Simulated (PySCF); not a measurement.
A calculated (UHF, PySCF 2.14, ANO-RCC-VTZP, scalar relativity by spin-free X2C-1e) atom or ion has these occupied shells.

```csv
shell,electrons,orbital energy (eV),"rms radius, mean of both spins (bohr)"
1s α,1,-6047.0,0.0734
1s β,1,-6047.0,0.0734
2s α,1,-730.06,0.316
2s β,1,-727.61,0.316
2p α,3,-611.26,0.287
2p β,3,-608.83,0.287
3s α,1,-100.79,0.964
3s β,1,-92.552,0.964
3p α,3,-66.455,1.05
3p β,3,-56.414,1.05
3d α,4,-15.321,1.40
4s α,1,-7.174,3.73
4s β,1,-6.091,3.73
```

Name the element and its charge.

Cr (chromium, neutral), in [Ar] 3d4 4s2, high-spin 5D determinant (an excited configuration).
